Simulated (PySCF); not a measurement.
## Palladium: a sound run and one with changed settings

Sound run: Pd [Kr] 4d10, Pd⁺ [Kr] 4d9. Computed with PySCF 2.14 in aug-cc-pVDZ-PP with ECP28MDF (5s5p4d2f, 54 functions), with scalar relativity through the core potential. The sound run starts from symmetry-adapted Hartree-Fock orbitals and uses a fine grid where one is needed.

Changed run: 26 angular points. This setting is unsound on purpose.

```tsv
species	method	sound run (hartree)	changed run (hartree)	converged
Pd	UHF	-126.60791	-126.60791	yes
Pd	PBE0	-127.43373	-127.43373	yes
Pd	PBE	-127.45704	-127.45704	yes
Pd⁺	UHF	-126.37647	-126.37647	yes
Pd⁺	PBE0	-127.12441	-127.13149	yes
Pd⁺	PBE	-127.13322	-127.14220	yes
```

Ionisation energy of Pd:

| method | sound run (eV) | changed run (eV) |
| --- | --- | --- |
| UHF | 6.298 | 6.298 |
| PBE0 | 8.417 | 8.224 |
| PBE | 8.812 | 8.567 |

A coarse angular grid integrates products of high-l functions wrongly, so density functionals can shift, and the SCF can exploit the error; Hartree-Fock and MP2 need no grid.

For comparison, NIST gives 8.337 eV between the lowest levels.
